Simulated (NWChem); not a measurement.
Molecule: C2H5FSi2; SMILES F[SiH2]C#C[SiH3]

Computed with NWChem. Pople sets run with spherical d functions. All runs use the structure optimised with PBE0/def2-SVP. Total energies compare along this basis series because the functional is fixed.

| level | basis functions | energy (Ha) | highest occupied level (eV) | orbital gap (eV) | dipole (D) |
|---|---|---|---|---|---|
| TPSS/STO-3G | 38 | -748.9840 | -3.49 | 6.75 | 0.54 |
| TPSS/3-21G | 63 | -754.0597 | -7.11 | 5.64 | 1.57 |
| TPSS/6-31G* | 88 | -758.0802 | -6.99 | 5.28 | 1.44 |
| TPSS/6-311G** | 136 | -758.1841 | ___ | 5.26 | ___ |

Problem. Some entries are withheld; supply them.

Solution. 
- TPSS/6-311G**, highest occupied level (eV): -7.21
- TPSS/6-311G**, dipole (D): 1.68
